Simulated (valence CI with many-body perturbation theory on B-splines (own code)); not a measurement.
Ba⁷⁺: configurations and terms from energies and g

Calculated by configuration interaction combined with many-body perturbation theory (CI+MBPT): three valence electrons over a frozen Dirac-Fock core [Kr] 4d10, radial functions for each j: 8 s, 8 p, 9 d, 9 f, 6 g, 3 h, 2 i, with the one-electron correlation potential Σ1, the two-electron term Σ2, the three-electron term Σ3, Breit, model QED; selected CI, second order for the rest, scaled by the run's own slope (own B-spline code, finite nucleus).

Set against measurement, 58 paired levels are off by 850 cm⁻¹ on average, the worst by 3081. These come from a selection out of Sansonetti and Curry, J. Phys. Chem. Ref. Data 39, 043103 (2010). Levels without a partner in it may be off by more, other configurations by several thousand cm⁻¹. 3 measured levels below the end of the list, from 249919 cm⁻¹ on, found no clear computed partner, and computed levels of the same name lie up to 9005 cm⁻¹ from them.

| No. | J | Parity | E (cm⁻¹) | g |
| --- | --- | --- | --- | --- |
| 1 | 1/2 | odd | 0.0 | 0.665 |
| 2 | 3/2 | odd | 23599 | 1.334 |
| 3 | 1/2 | even | 115680 | 2.600 |
| 4 | 3/2 | even | 128310 | 1.719 |
| 5 | 5/2 | even | 137520 | 1.527 |
| 6 | 5/2 | odd | 137590 | 0.856 |
| 7 | 7/2 | odd | 138890 | 1.143 |
| 8 | 3/2 | even | 157680 | 0.843 |
| 9 | 5/2 | even | 165670 | 1.274 |
| 12 | 3/2 | even | 200720 | 1.302 |
| 13 | 3/2 | even | 230930 | 0.796 |
| 14 | 5/2 | even | 234600 | 1.198 |
| 17 | 3/2 | even | 250150 | 0.473 |

Energies count from the lowest level. Strongly mixed levels and levels close to another of their J and parity are left out, so the numbers can have gaps.

Task: Give configuration and LS term of each level.

Result: 1: 5s2 5p 2P°; 2: 5s2 5p 2P°; 3: 5s 5p2 4P; 4: 5s 5p2 4P; 5: 5s 5p2 4P; 6: 4f 5s2 2F°; 7: 4f 5s2 2F°; 8: 5s 5p2 2D; 9: 5s 5p2 2D; 12: 5s 5p2 2P; 13: 5s2 5d 2D; 14: 5s2 5d 2D; 17: 4f 5s 5p 4F.
